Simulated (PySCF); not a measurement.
Species: C7H5NS.
Numbering: `[cH:1]1[cH:2][cH:3][c:4]2[s:5][cH:6][n:7][c:8]2[cH:9]1` (hydrogens: H10 on C1; H11 on C2; H12 on C3; H13 on C6; H14 on C9)

Computed by this run: B3LYP/def2-SV(P) geometry optimisation, gas phase in PySCF; density fitting, grid level 1; the optimiser is geomeTRIC in internal coordinates, started from a GFN2-xTB structure.

Step 0: E = -19655.9824 eV
```
atom  x, y, z in Å  |  force x, y, z in eV/Å
C1     -1.7127    0.8558   -0.1492   -0.198   0.156  -0.027
C2     -1.8992   -0.5080    0.0727   -0.203  -0.107   0.015
C3     -0.8238   -1.3619    0.2168   -0.018  -0.227   0.035
C4      0.4500   -0.8249    0.1348    0.254  -0.062   0.011
S5      1.9895   -1.6211    0.2734    0.077  -0.360   0.060
C6      2.7438   -0.0604    0.0213    0.131  -0.611   0.100
N7      1.9649    0.9310   -0.1455    0.051   1.235  -0.201
C8      0.6523    0.5560   -0.0906   -0.002  -0.300   0.051
C9     -0.4480    1.3968   -0.2327    0.050   0.106  -0.016
H10    -2.5762    1.4952   -0.2564   -0.424   0.325  -0.056
H11    -2.9017   -0.9042    0.1332   -0.508  -0.203   0.032
H12    -0.9648   -2.4175    0.3888   -0.141  -0.524   0.085
H13     3.8138    0.0139    0.0151    0.848   0.031  -0.002
H14    -0.2885    2.4489   -0.4040    0.084   0.540  -0.088
```

Problem. Estimate the geometry and energy of step 1. (The exact step hangs on the optimiser's Hessian estimate; all steps are aligned on step 0, rigid shifts and turns removed.)

Solution. E = -19656.0596 eV, largest force 0.098 eV/Å
```
atom  x, y, z in Å  |  force x, y, z in eV/Å
C1     -1.7294    0.8629   -0.1507   -0.064   0.043  -0.007
C2     -1.9194   -0.5148    0.0735   -0.070  -0.021   0.003
C3     -0.8337   -1.3754    0.2191   -0.018  -0.095   0.015
C4      0.4540   -0.8329    0.1366    0.065  -0.009   0.003
S5      2.0079   -1.6246    0.2742    0.000  -0.066   0.010
C6      2.7717   -0.0570    0.0207    0.051   0.023  -0.003
N7      1.9846    0.9497   -0.1479    0.033   0.014  -0.001
C8      0.6605    0.5532   -0.0892   -0.011   0.045  -0.008
C9     -0.4507    1.4021   -0.2330    0.020   0.079  -0.012
H10    -2.6021    1.5148   -0.2609    0.020  -0.011   0.001
H11    -2.9360   -0.9170    0.1349    0.023   0.006  -0.002
H12    -0.9879   -2.4445    0.3934    0.005   0.024  -0.004
H13     3.8656    0.0137    0.0140   -0.052  -0.002   0.000
H14    -0.2859    2.4693   -0.4068   -0.001  -0.029   0.005
```

The energy changes by -0.0772 eV. The first-order estimate −F·Δx gives -0.1551 eV and the mean of the old and new forces, exact on a quadratic surface, -0.0785 eV. The step makes an angle of 42° with the force vector and moves no atom by more than 0.052 Å.

The cost below is that of the whole optimisation. The run took 35 s wall on one thread of an Arm Neoverse V1, no GPU, on a shared host, and the process peaked at 0.65 GiB of memory.
